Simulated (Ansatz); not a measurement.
Task: Name a neutral molecule of C, F, Si and H with LUMO energy (B3LYP/def2-TZVPP) between 0.10 and 0.40 eV and zero-point energy (PBE0-D4/def2-TZVP) between 232 and 248 kJ/mol (Ansatz, PBE0-D4/def2-TZVP geometry).

Result: `C[C@@H]1C[Si@@H]1F` (0.19 eV, 243.9 kJ/mol). Other molecules can fit too; these were computed, each in one conformer that needn't be the lowest.

B3LYP here is the variant with VWN-RPA as its local correlation; programs differ in this.
